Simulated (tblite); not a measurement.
Species: C₄H₇FS₂Si.
Atom-mapped SMILES: `[F:1][Si@@H:2]1[CH2:3][C:4](=[S:5])[C@H:6]([SH:7])[CH2:8]1` (hydrogens: H9 on Si2; H10, H11 on C3; H12 on C6; H13 on S7; H14, H15 on C8)

Computed with GFN2-xTB (tblite), gas phase: L-BFGS steps from a force-field or distance-geometry start until the largest atomic force falls under 0.01 eV/Å.

Step 41: E = -683.6022 eV
```
atom  x, y, z in Å  |  force x, y, z in eV/Å
F1     -1.2248    0.0882    2.2180   -0.002   0.016   0.008
Si2    -1.2781   -0.5436    0.7280    0.008  -0.027   0.055
C3      0.3840   -1.3941    0.3712   -0.031  -0.030   0.018
C4      1.1238   -0.5240   -0.6016   -0.049  -0.053  -0.044
S5      2.4973   -1.0013   -1.3279   -0.091   0.044   0.004
C6      0.4984    0.8107   -0.8517    0.044   0.004   0.017
S7      1.3549    2.0078    0.2765    0.036  -0.048  -0.039
C8     -1.0063    0.8167   -0.5714    0.060  -0.009   0.048
H9     -2.4989   -1.3164    0.6958   -0.009  -0.020  -0.036
H10     0.9946   -1.5545    1.2629    0.008   0.062   0.017
H11     0.2725   -2.3861   -0.0673    0.025  -0.007  -0.030
H12     0.7549    1.1765   -1.8473    0.002   0.055   0.013
H13     0.9852    1.4073    1.4073   -0.013   0.017   0.014
H14    -1.5578    0.6156   -1.4909    0.069   0.003   0.030
H15    -1.3042    1.8052   -0.2235   -0.058  -0.006  -0.075
```

Step 42: E = -683.6038 eV
```
atom  x, y, z in Å  |  force x, y, z in eV/Å
F1     -1.2308    0.0847    2.2184    0.004   0.014   0.006
Si2    -1.2775   -0.5473    0.7281   -0.027   0.012   0.028
C3      0.3845   -1.3943    0.3721   -0.014  -0.038   0.027
C4      1.1220   -0.5271   -0.6033   -0.057  -0.032  -0.043
S5      2.4872   -1.0077   -1.3393   -0.024   0.012  -0.021
C6      0.5017    0.8083   -0.8524    0.022   0.056   0.044
S7      1.3601    2.0058    0.2752    0.048  -0.039  -0.048
C8     -1.0017    0.8175   -0.5694    0.016  -0.028   0.064
H9     -2.4988   -1.3209    0.6939    0.009  -0.009  -0.040
H10     0.9949   -1.5526    1.2633    0.026   0.073   0.044
H11     0.2786   -2.3869   -0.0632    0.003  -0.050  -0.048
H12     0.7587    1.1768   -1.8469   -0.001   0.040   0.012
H13     0.9701    1.4247    1.4086   -0.018   0.001   0.020
H14    -1.5545    0.6217   -1.4893    0.063  -0.004   0.031
H15    -1.2988    1.8052   -0.2177   -0.051  -0.007  -0.075
```

Task: Estimate the geometry and energy of step 43. (The exact step hangs on the optimiser's Hessian estimate; all steps are aligned on step 42, rigid shifts and turns removed.)

Result: E = -683.6055 eV, largest force 0.097 eV/Å
```
atom  x, y, z in Å  |  force x, y, z in eV/Å
F1     -1.2379    0.0805    2.2185    0.008   0.012   0.009
Si2    -1.2768   -0.5519    0.7282   -0.053   0.049  -0.003
C3      0.3855   -1.3957    0.3740    0.002  -0.039   0.020
C4      1.1189   -0.5315   -0.6063   -0.051  -0.007  -0.027
S5      2.4753   -1.0155   -1.3531    0.036  -0.023  -0.048
C6      0.5056    0.8065   -0.8526   -0.008   0.080   0.055
S7      1.3682    2.0025    0.2719    0.044  -0.049   0.019
C8     -0.9962    0.8183   -0.5657   -0.034  -0.024   0.058
H9     -2.4984   -1.3266    0.6898    0.024   0.000  -0.043
H10     0.9961   -1.5483    1.2659    0.034   0.076   0.045
H11     0.2856   -2.3891   -0.0592   -0.011  -0.076  -0.043
H12     0.7629    1.1776   -1.8465   -0.011   0.018   0.018
H13     0.9505    1.4456    1.4107    0.001   0.015  -0.031
H14    -1.5506    0.6298   -1.4863    0.060  -0.020   0.035
H15    -1.2930    1.8055   -0.2113   -0.039  -0.014  -0.066
```

The energy changes by -0.0017 eV. The first-order estimate −F·Δx gives -0.0024 eV and the mean of the old and new forces, exact on a quadratic surface, -0.0017 eV. The step makes an angle of 77° with the force vector and moves no atom by more than 0.029 Å.

The cost below is that of the whole relaxation. Hardware: Arm Neoverse N1, one thread (shared host). Cost: 1.5 s wall.
